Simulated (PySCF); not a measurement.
# Ionisation energy of Cl(16+) by level of theory

Cl(16+) 1s1 (2S) → Cl(17+) (bare nucleus), as a difference of total energies. Calculation: PySCF 2.14, in an even-tempered Gaussian basis (17 s from 11 bohr⁻², ratio 2.2; 7 p from 17 bohr⁻², ratio 2.4; 4 d from 50 bohr⁻², ratio 2.4; 3 f from 75 bohr⁻², ratio 2.4; 3 g from 110 bohr⁻², ratio 2.4); scalar relativity by spin-free X2C-1e. The calculations carry no spin-orbit coupling.

```json
{"method": "UHF", "ionisation energy (eV)": "3947.3", "difference from reference (eV)": "+1.0"}
{"method": "LDA", "ionisation energy (eV)": "3928.2", "difference from reference (eV)": "-18.1"}
{"method": "PBE", "ionisation energy (eV)": "3944.6", "difference from reference (eV)": "-1.7"}
{"method": "PBE0", "ionisation energy (eV)": "3945.3", "difference from reference (eV)": "-1.0"}
{"method": "r2SCAN", "ionisation energy (eV)": "3947.4", "difference from reference (eV)": "+1.1"}
{"method": "TPSS", "ionisation energy (eV)": "3947.4", "difference from reference (eV)": "+1.1"}
{"method": "M06-2X", "ionisation energy (eV)": "3946.6", "difference from reference (eV)": "+0.3"}
```

Reference: 3946.3 eV (theoretical estimate listed by NIST; NIST Atomic Spectra Database, ionization energies).
